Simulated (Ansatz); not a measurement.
Program: Ansatz. Geometries: PBE0-D4/def2-TZVP. ΔE: electronic, gas phase. CBS: MP2 limit from def2 TZ/QZ plus the TZ coupled-cluster correction, frozen cores. This one scheme is used for every species. DFT in def2-TZVPP. One conformer a species, not always the lowest.

Consider the ligand exchange at the Al–O bond: `SB[O][AlH][Cl]` + CH₃OH → `C[O][AlH][Cl]` + `OBS`.

`SB[O][AlH][Cl]`:

```xyz
8

S    -1.626   -0.546   -1.631
B    -1.031    0.311   -0.150
O     0.164   -0.019    0.355
Al    1.728   -0.342    0.849
Cl    3.269    0.781    0.007
H    -2.795    0.107   -1.711
H    -1.713    1.153    0.361
H     2.005   -1.446    1.919
```

CH₃OH:

Cartesian coordinates in Å:
```
C -0.074 -0.115 0.329
O 0.152 -0.213 -1.058
H -0.286 -1.121 0.691
H -0.935 0.522 0.569
H 0.803 0.264 0.869
H 0.339 0.663 -1.400
```

`C[O][AlH][Cl]`:

```xyz
8

C    -1.028   -0.708   -0.335
O    -0.452    0.504    0.065
Al    1.084    1.054    0.433
Cl    2.695   -0.284    0.320
H    -1.523   -0.582   -1.302
H    -0.287   -1.510   -0.429
H    -1.782   -1.019    0.394
H     1.294    2.545    0.853
```

`OBS`:

```xyz
6

O    -0.856    1.089   -0.559
B    -0.278   -0.098   -0.270
S     1.077   -0.221    0.928
H    -0.498    1.846   -0.087
H    -0.686   -1.070   -0.829
H     1.242   -1.547    0.817
```

```tsv
species	PBE energy (Eh)
`SB[O][AlH][Cl]`	-1202.34979
CH₃OH	-115.63194
`C[O][AlH][Cl]`	-818.07794
`OBS`	-499.90398
```

(1) Work out ΔE.

Largest T1 diagnostic among the species: 0.013.

## Answers

(1) ΔE = (-818.07794) + (-499.90398) − (-1202.34979) − (-115.63194) = -0.00019 Eh = -0.5 kJ/mol. CCSD(T)/CBS gives +5.4 kJ/mol.

From PBE to PBE0 (25 % exact exchange), in def2-TZVPP and without D4, ΔE moves by +3.2 kJ/mol. Leaving LDA and LC-ωPBE aside and taking each functional with its dispersion term where it has one, the values, not all of them listed here, spread over 8.0 kJ/mol, from PBE-D4 to BHLYP-D4. LDA lies −3.0 kJ/mol from PBE without D4. At CCSD(T), def2-SVP lies −4.9 kJ/mol from the extrapolated value and def2-TZVPP −1.5 kJ/mol.
